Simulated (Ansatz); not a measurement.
Compare A (`[SiH3]O/C=C\Br`) with its isomer B (`O=C([SiH3])CBr`).

Calculated with Ansatz (gas phase, PBE0-D4/def2-TZVP geometries, no zero-point term in ΔE). CBS: MP2 limit from def2 TZ/QZ plus the TZ coupled-cluster correction, frozen cores. Functionals use def2-TZVPP. B3LYP here is the variant with VWN-RPA as its local correlation; programs differ in this. For Br outer-core shells are correlated without core-valence functions, which leaves a few kJ/mol of doubt a bond. Scalar relativity is left out up to krypton. One conformer a species, not always the lowest.

Which is lower in electronic energy at CCSD(T)/CBS, and by how much? (Estimate.)

Ansatz gave: A, by 62.4 kJ/mol.

Give E(B) − E(A) in kJ/mol with r2SCAN-D4, HF/def2-TZVPP, B3LYP-D4, PBE0-D4, CCSD(T)/def2-TZVPP, PBE-D4, B3LYP. (Estimate.)

The calculation gave: r2SCAN-D4 61.7, HF/def2-TZVPP 74.8, B3LYP-D4 63.7, PBE0-D4 57.7, CCSD(T)/def2-TZVPP 61.9, PBE-D4 49.6, B3LYP 67.1. None reverses the order clearly.

Largest T1 diagnostic: 0.012.

From PBE to PBE0 (25 % exact exchange), in def2-TZVPP and without D4, E(B) − E(A) moves by +7.8 kJ/mol. In def2-TZVPP, CCSD(T) changes the Hartree–Fock value by −12.9 kJ/mol (the triples alone add −3.1 kJ/mol) and MP2 by −8.1 kJ/mol.
